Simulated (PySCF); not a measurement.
CH₅BOS, SMILES COBS. Heavy atoms are numbered as in [BH:1]([O:3][CH3:4])[SH:8]. Hydrogens are named by the atom that carries them.

Geometry optimised at B3LYP-D3(BJ)/def2-SVP. Other conformers were not sampled.

Calculation: HF/pcSseg-1 (PySCF).

GIAO shieldings, no solvent; atoms alike by connectivity are averaged. δ = σ(ref) − σ: ¹¹B against BF3 (σ = 102.7 ppm); ¹H against TMS (σ = 31.99 ppm); ¹⁷O against H2O (σ = 333.0 ppm); ¹³C against TMS (σ = 192.6 ppm); ³³S against H2S (σ = 725.2 ppm), references at their B3LYP-D3(BJ)/def2-TZVP geometries, non-relativistic.

| atoms | nucleus | count | δ (ppm) |
|---|---|---|---|
| B1 (BH) | ¹¹B | 1 | 33.2 |
| H on B1 | ¹H | 1 | 5.49 |
| H on C4 | ¹H | 3 | 3.91 |
| H on S8 | ¹H | 1 | … |
| O3 | ¹⁷O | 1 | 120.3 |
| C4 (CH3) | ¹³C | 1 | … |
| S8 (SH) | ³³S | 1 | … |

What belongs in the gaps? (The exact figures need the calculation; the answer reports its results.)


- S8 (SH), δ (ppm): 109.0
- C4 (CH3), δ (ppm): 52.2
- H on S8, δ (ppm): 2.47
